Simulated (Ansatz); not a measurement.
CH6AlNOSi, relaxed with RKS PBE0-D4/def2-TZVP in Ansatz 0.2.0 from a PBE-D4/def2-SVP geometry. The force threshold is 0.005 eV/Å; the program also tests the step.

Total charge 0; spin multiplicity 1. The bonds changed during the relaxation, so this is another structure than the one it started from.

Start:

```xyz
11

N    -1.458   -0.416    0.574
C    -1.457    1.075    0.228
Al    0.241    0.299   -0.345
O     1.745    0.024    0.585
Si    2.278   -0.580   -0.946
H    -2.263   -0.950    0.224
H    -1.371   -0.594    1.582
H    -1.616    1.722    1.110
H    -2.225    1.290   -0.538
H     2.676   -2.040   -0.935
H     3.450    0.170   -1.539
```

**Question.** By how much does the energy fall, and how many steps does the optimiser take? (Estimate.)

**Answer.** Computed: 2.01 kcal/mol, in 10 steps.

**Question.** Which bonds change most? (Best estimate.)

**Answer.** The calculation gave: N1–Al3 from 2.060 to 2.004 Å; O4–Si5 from 1.730 to 1.682 Å; Al3–O4 from 1.789 to 1.755 Å; Al3–Si5 from 2.299 to 2.270 Å.

**Question.** Give the relaxed structure. (Estimate.)

**Answer.** Computed: 
```xyz
11

N    -1.441   -0.415    0.575
C    -1.433    1.074    0.219
Al    0.226    0.247   -0.318
O     1.742    0.054    0.544
Si    2.249   -0.582   -0.928
H    -2.192   -0.939    0.146
H    -1.449   -0.590    1.572
H    -1.534    1.689    1.110
H    -2.229    1.304   -0.485
H     2.692   -2.007   -0.862
H     3.369    0.166   -1.572
```
